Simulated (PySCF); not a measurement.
## Removing an electron from `CC[SiH2][SeH]`

C2H8SeSi.
Geometry (PBE0-D3(BJ)/def2-SVP, Å), atoms numbered from 1 in this order:
```
atom  x, y, z in Å
C1    -1.5545    0.1982    0.2814
C2    -0.1478    0.6499   -0.1045
Si3    1.1972   -0.5205    0.5001
Se4    3.2933    0.1498   -0.1300
H5    -1.7897   -0.7960   -0.1308
H6    -2.3202    0.8960   -0.0920
H7    -1.6757    0.1353    1.3747
H8    -0.0530    0.7379   -1.2007
H9     0.0744    1.6513    0.3010
H10    0.9232   -1.9063    0.0072
H11    1.2602   -0.5418    1.9929
H12    3.0073   -0.0310   -1.5626
```

Level: CAM-B3LYP/def2-SVPD (PySCF). Frontier orbitals with their largest atomic shares (Löwdin; up to four atoms above 4 %):

| orbital | ε (eV) | main atoms |
| --- | --- | --- |
| HOMO−3 | -10.89 | Si3 30 %, H11 21 %, H10 15 %, C2 11 % |
| HOMO−2 | -10.45 | Si3 24 %, C2 23 %, Se4 18 %, H11 7 % |
| HOMO−1 | -9.87 | Se4 48 %, Si3 19 %, C2 13 %, C1 8 % |
| HOMO | -8.16 | ? |
| LUMO | 0.68 | Se4 51 %, H12 19 %, Si3 16 % |
| LUMO+1 | 0.86 | Se4 40 %, Si3 17 %, C1 10 %, H10 7 % |
| LUMO+2 | 1.45 | Se4 42 %, C1 11 %, C2 9 %, Si3 7 % |

What vertical ionisation energy does ΔSCF give, and how far is −ε(HOMO) from it?

ΔSCF: 9.11 eV (879 kJ/mol; threshold wavelength 136 nm); ⟨S²⟩ of the doublet left behind is 0.755, against 0.75 for a pure doublet. −ε(HOMO) is 8.16 eV, 0.95 eV below it. In exact Kohn–Sham theory the two would be equal; CAM-B3LYP (range-separated hybrid) falls short of its own ΔSCF value by 10 %.

On which atoms does the HOMO lie?

Se4 (selenium bonded to Si and H) 76 %, Si3 (SiH2 silicon) 10 %, H12 (hydrogen on selenium) 6 %, so more than half of it is on one atom. The HOMO−1 lies 1.71 eV lower.

How many of the 10 lowest singlet excitations (vertical TDDFT, same level) lie below the ionisation energy?

All 10; they run from 5.30 to 7.98 eV.

What kinetic energy would electrons from this vertical process carry with He II light (40.814 eV)?

40.81 − 9.11 = 31.70 eV.

Shift the occupied levels rigidly so that −ε(HOMO) equals the ΔSCF value. What binding energies result?

The shift is +0.95 eV: HOMO 9.11, HOMO−1 10.82, HOMO−2 11.40, HOMO−3 11.84 eV. A rigid shift is only a rough guide to the deeper ionisations.

With α = 82.7 au, estimate the like-pair dispersion coefficient by London's formula C6 = (3/4)α²I.

I = 0.3348 Eh, so C6 ≈ 1720 au, a rough estimate.

Isolated species at its PBE0-D3(BJ)/def2-SVP geometry (one conformer only). The calculation is non-relativistic, for selenium too.
